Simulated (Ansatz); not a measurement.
Cost and result for the atomization energy of `[CH3][In]([NH2])[CH2]F` (12 atoms, 11 bonds).

```xyz
12

C    -0.315   -1.818   -1.058
In   -0.023   -0.044    0.105
N    -0.294   -0.213    2.099
C     0.526    1.972   -0.512
F     0.686    2.052   -1.894
H    -1.024   -1.629   -1.865
H     0.630   -2.131   -1.505
H    -0.694   -2.625   -0.430
H    -0.538   -1.072    2.563
H    -0.175    0.532    2.765
H     1.466    2.282   -0.046
H    -0.244    2.693   -0.221
```

Charge 0, multiplicity 1. Correlated methods include outer-core shells of In, which these sets cover unevenly. In takes the def2 core potential. The structure was optimised at the PBE0-D4/def2-TZVP level. It is one conformer, not always the lowest. Program: Ansatz. All runs use 4 threads of an AMD EPYC on a shared host. Times are those of one run each, without the atoms' runs, and a repeat can differ threefold. Electronic energies, without spin–orbit coupling; frozen cores. CCSD(T)/CBS adds CCSD(T) − MP2 in def2-TZVPP to the MP2 limit, and its time is that of the two runs behind it. T1 = 0.013. With those shells the extrapolation isn't a true limit. B3LYP takes the VWN-RPA correlation (the form of Gaussian; ORCA's B3LYP/G).

CCSD(T)/CBS is a level of theory with its own doubt, some kJ/mol a heavy atom from the limit and from the frozen cores, so smaller differences don't rank the functionals.

```
                             level  functions  wall time  atomization (kcal/mol)  difference from CCSD(T)/CBS  per bond
   PBE-D4/def2-TZVPP (with forces)        272       12 s                   982.6                         15.3       1.4
                PBE0-D4/def2-TZVPP        272       12 s                   962.5                         -4.8      -0.4
r2SCAN-D4/def2-TZVPP (with forces)        272       16 s                   962.0                         -5.3      -0.5
 B3LYP-D4/def2-TZVPP (with forces)        272       17 s                   961.6                         -5.7      -0.5
                ωB97X-V/def2-TZVPP        272       26 s                   968.0                          0.7       0.1
                 B2PLYP/def2-TZVPP        272       31 s                   952.0                        -15.3      -1.4
  ωB97M-V/def2-TZVPP (with forces)        272       44 s                   967.0                         -0.3       0.0
                    MP2/def2-QZVPP        520       84 s                   967.2                         -0.1       0.0
                CCSD(T)/def2-TZVPP        272     14 min                   940.4                        -26.9      -2.4
                 CCSD(T)/CBS(def2)          –     16 min                   967.3                          0.0       0.0
```

In def2-TZVPP, CCSD(T) changes the Hartree–Fock value by +265.4 kcal/mol (the triples alone add +15.1 kcal/mol) and MP2 by +276.3 kcal/mol; breaking electron pairs costs correlation energy, which Hartree–Fock lacks. The D4 term adds +7.4 kcal/mol with B3LYP and +4.0 kcal/mol with PBE0; it sums over pairs of atoms, weighted by their polarisabilities, and B3LYP, whose exchange is more repulsive, gets the larger term. From PBE to PBE0 (25 % exact exchange), in def2-TZVPP and without D4, the atomization energy moves by −19.4 kcal/mol: exact exchange takes away binding that semilocal exchange gives to molecules.

Spin–orbit coupling would lower the free In atoms strongly, and the atomization energy with them, by more than many differences here.
